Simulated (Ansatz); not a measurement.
The inner images of a band of CH₃ClNSi (7 atoms, charge -1, multiplicity 1) are given out of order.

Level of theory: Ansatz 0.2.0, RKS r2SCAN-D4/def2-SVP.

Initial state:

```xyz
7
Properties=species:S:1:pos:R:3
N -0.548 1.269 -0.061
C -0.842 -0.020 -0.106
Si 0.552 -1.165 -0.597
Cl 0.046 -3.064 0.437
H 0.405 1.691 -0.119
H -1.267 1.990 0.051
H 1.654 -0.701 0.396
```

Final state:

```xyz
7
Properties=species:S:1:pos:R:3
N -0.548 1.269 -0.096
C -0.840 -0.011 0.062
Si 0.524 -1.095 0.738
Cl 0.056 -3.094 -0.106
H 0.399 1.703 -0.032
H -1.263 1.969 -0.318
H 1.672 -0.742 -0.247
```

Task: Put them in order from the first end to the last, with their energies above the first end.
A.
```xyz
7
Properties=species:S:1:pos:R:3
N -0.638 1.466 -0.252
C -0.580 0.110 -0.077
Si 0.597 -1.108 0.053
Cl -0.096 -3.152 0.272
H 0.151 2.089 -0.052
H -1.525 1.929 -0.058
H 2.092 -1.335 0.115
```
B.
```xyz
7
Properties=species:S:1:pos:R:3
N -0.619 1.426 -0.204
C -0.564 0.092 -0.125
Si 0.597 -1.085 0.485
Cl -0.092 -3.153 0.109
H 0.173 2.075 -0.075
H -1.512 1.919 -0.119
H 2.016 -1.273 -0.071
```
C.
```xyz
7
Properties=species:S:1:pos:R:3
N -0.581 1.346 -0.060
C -0.687 0.028 -0.038
Si 0.603 -1.173 -0.529
Cl -0.050 -3.091 0.398
H 0.287 1.913 -0.156
H -1.406 1.952 -0.002
H 1.834 -0.974 0.386
```
D.
```xyz
7
Properties=species:S:1:pos:R:3
N -0.622 1.427 -0.105
C -0.567 0.098 0.005
Si 0.616 -1.157 -0.355
Cl -0.100 -3.127 0.356
H 0.176 2.081 -0.085
H -1.516 1.924 -0.095
H 2.012 -1.245 0.278
```
E.
```xyz
7
Properties=species:S:1:pos:R:3
N -0.580 1.347 -0.127
C -0.680 0.032 -0.018
Si 0.580 -1.100 0.671
Cl -0.043 -3.124 -0.020
H 0.277 1.930 -0.029
H -1.406 1.938 -0.272
H 1.852 -1.023 -0.205
```

Result: C (+3.2 kJ/mol), D (+16.7 kJ/mol), A (+49.5 kJ/mol), B (+17.6 kJ/mol), E (+3.6 kJ/mol).

The run took 5 min on 1 thread of Intel(R) Xeon(R) Processor @ 2.50GHz (Skylake/Cascade Lake), with other jobs on the host, peak memory 0.17 GiB.
